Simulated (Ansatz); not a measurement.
Reaction (formal exchange of groups at a C–Al bond): `F[CH2][AlH][I]` + `C#CNC` → `CNC#CCF` + `[AlH2][I]`

Calculated with Ansatz (gas phase, PBE0-D4/def2-TZVP geometries, no zero-point term in ΔE). CBS: MP2 limit from def2 TZ/QZ plus the TZ coupled-cluster correction, frozen cores. DFT in def2-TZVPP. B3LYP here is the variant with VWN-RPA as its local correlation; programs differ in this. def2 core potentials past Kr. For I outer-core shells are correlated without core-valence functions, which leaves a few kJ/mol of doubt a bond. Each species was taken in one conformer, which may not be the lowest.

`F[CH2][AlH][I]`:

Cartesian coordinates in Å:
```
F 0.258 -1.559 1.017
C 0.713 -0.332 0.547
Al -0.588 0.586 -0.626
I -2.750 -0.487 -1.116
H 1.660 -0.501 0.016
H 0.962 0.295 1.414
H -0.255 1.998 -1.252
```

`C#CNC`:

```xyz
9

C    -2.184    0.016   -0.285
C    -0.995    0.053   -0.468
N     0.328    0.039   -0.661
C     1.186   -0.154    0.496
H    -3.236   -0.022   -0.138
H     0.658    0.731   -1.316
H     2.218   -0.254    0.157
H     0.901   -1.078    0.999
H     1.124    0.668    1.218
```

`CNC#CCF`:

Cartesian coordinates in Å:
```
C 2.244 0.301 -0.372
N 1.048 1.077 -0.101
C -0.118 0.456 0.041
C -1.175 -0.122 0.120
C -2.441 -0.800 0.221
F -2.574 -1.521 1.406
H 3.059 0.981 -0.622
H 2.062 -0.345 -1.231
H 2.547 -0.324 0.476
H 1.180 1.891 0.478
H -2.564 -1.512 -0.602
H -3.267 -0.083 0.187
```

`[AlH2][I]`:

Z-matrix (Å, degrees):
```
Al
I 1 2.472
H 1 1.577 2 117.8
H 1 1.577 2 117.8 3 180.0
```

(1) Is it downhill or uphill in electronic energy at CCSD(T)/CBS, and by how much? (Best estimate.)

(2) What do these levels give: PBE0-D4, ωB97M-V, PBE, r2SCAN, B3LYP, MP2/def2-TZVPP, SCS-MP2/def2-TZVPP, CCSD/def2-TZVPP, CCSD(T)/def2-TZVPP, MP2/def2-QZVPP, MP2/CBS(def2), CCSD/CBS(def2)? (Estimate.)

Largest T1 diagnostic among the species: 0.012.

Results:

(1) The calculation gave: Nearly level: ΔE = -1.7 kJ/mol.

(2) Ansatz gave: PBE0-D4 -11.1, ωB97M-V -4.3, PBE -11.8, r2SCAN -9.7, B3LYP -9.8, MP2/def2-TZVPP -7.0, SCS-MP2/def2-TZVPP -7.5, CCSD/def2-TZVPP -6.0, CCSD(T)/def2-TZVPP -5.8, MP2/def2-QZVPP -4.4, MP2/CBS(def2) -2.9, CCSD/CBS(def2) -2.0 kJ/mol.

In def2-TZVPP, CCSD(T) changes the Hartree–Fock value by +8.2 kJ/mol (the triples alone add +0.3 kJ/mol) and MP2 by +6.9 kJ/mol.
